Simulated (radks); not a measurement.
The bromine anion Br-, [Kr], held by a Watson sphere: a shell of charge +1 at radius R that stands for the Madelung well of a crystal (potential energy -1/R inside, -1/r outside, in hartree with lengths in bohr). Calculated with a radial shooting solver on a logarithmic mesh with Libxc functionals: scalar-relativistic Kohn-Sham, r2SCAN, spin-polarised, spherical densities, finite nucleus; meta-GGA in the generalised Kohn-Sham scheme; Fermi nuclear charge, rms radius of each element as measured or else 0.836 A^(1/3) + 0.57 fm.

R (bohr)	e(3d) (eV)	e(4s) (eV)	e(4p) (eV)	<r> 4p (bohr)	sum of <r^2> (bohr^2)	X-ray form factor at sin(theta)/lambda = 0.3 1/angstrom
2.63	-66.395	-20.412	-8.169	2.159	47.23	23.788
2.65	-66.376	-20.379	-8.142	2.161	47.31	23.788
2.78	-66.249	-20.167	-7.962	2.174	47.78	23.790
4.18	-64.812	-18.289	-6.170	2.260	51.22	23.808
4.45	-64.551	-18.001	-5.880	2.269	51.61	23.809
4.66	-64.356	-17.790	-5.668	2.275	51.87	23.810
